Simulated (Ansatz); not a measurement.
Consider the formal hydrolysis of the Si–Cl bond: `O[SiH](Cl)Br` + H₂O → `O[SiH](O)Br` + HCl.

Gas-phase electronic energies from Ansatz, PBE0-D4/def2-TZVP geometries. CBS: MP2 limit from def2 TZ/QZ plus the TZ coupled-cluster correction, frozen cores. This one scheme is used for every species. Functionals use def2-TZVPP. For Br outer-core shells are correlated without core-valence functions, which leaves a few kJ/mol of doubt a bond. Scalar relativity is left out up to krypton. Each species was taken in one conformer, which may not be the lowest.

| level | ΔE (kcal/mol) |
| --- | --- |
| r2SCAN-D4 | -2.6 |
| BHLYP-D4 | -3.3 |
| PBE-QIDH | -2.1 |
| CCSD(T)/def2-TZVPP | -3.5 |

(1) What does CCSD(T)/CBS give? (Best estimate.)

(2) What do rigid-rotor, harmonic-oscillator terms from PBE0-D4/def2-TZVP frequencies (298.15 K, 1 bar) make of the CCSD(T)/CBS value? (Estimate.)

Largest T1 diagnostic among the species: 0.010.

Answers

(1) The calculation gave: -2.1 kcal/mol. The listed levels differ from it by -0.5, -1.2, 0.0, -1.4 kcal/mol.

(2) Computed: ΔZPE = -1.3 kcal/mol, ΔH = -3.5 kcal/mol, ΔS = -4 J/(mol·K), ΔG = -3.2 kcal/mol.

The D4 term adds +0.8 kcal/mol with B3LYP and +0.4 kcal/mol with PBE0; it sums over pairs of atoms, weighted by their polarisabilities, and B3LYP, whose exchange is more repulsive, gets the larger term. Leaving LDA and LC-ωPBE aside and taking each functional with its dispersion term where it has one, the values, not all of them listed here, spread over 3.5 kcal/mol, from CAM-B3LYP-D4 to revPBE-D4. LDA lies −1.5 kcal/mol from PBE without D4. From BLYP to BHLYP (50 % exact exchange), in def2-TZVPP and without D4, ΔE moves by −0.8 kcal/mol.

B3LYP here is the variant with VWN-RPA as its local correlation; programs differ in this.
